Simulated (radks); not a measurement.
Sn, configuration [Kr] 4d10 5s1 5p(1/2: 2, 3/2: 1) (not the ground configuration). All-electron calculation, Dirac Kohn-Sham, relativistic LDA (MacDonald-Vosko exchange, VWN5 correlation), spin-unpolarised, spherical densities, finite nucleus; Fermi nuclear charge, rms radius 4.6519 fm. Program: a radial shooting solver on a logarithmic mesh with Libxc functionals.

Spin-orbit splittings of the eigenvalues, e(l+1/2) - e(l-1/2), with zeta = 2 splitting/(2l+1) and mean radii in bohr:

| shell | occ. | splitting (eV) | zeta (eV) | <r> j=l-1/2 | <r> j=l+1/2 |
|---|---|---|---|---|---|
| 2p | 6 | 228.5 | 152.3 | 0.1060 | 0.1114 |
| 3p | 6 | 41.75 | 27.83 | 0.3307 | 0.3419 |
| 3d | 10 | 8.661 | 3.464 | 0.3129 | 0.3165 |
| 4p | 6 | 7.607 | 5.071 | 0.8659 | 0.8961 |
| 4d | 10 | 1.051 | 0.4204 | 1.089 | 1.104 |
| 5p | 3 | 0.4980 | 0.3320 | 3.031 | 3.178 |
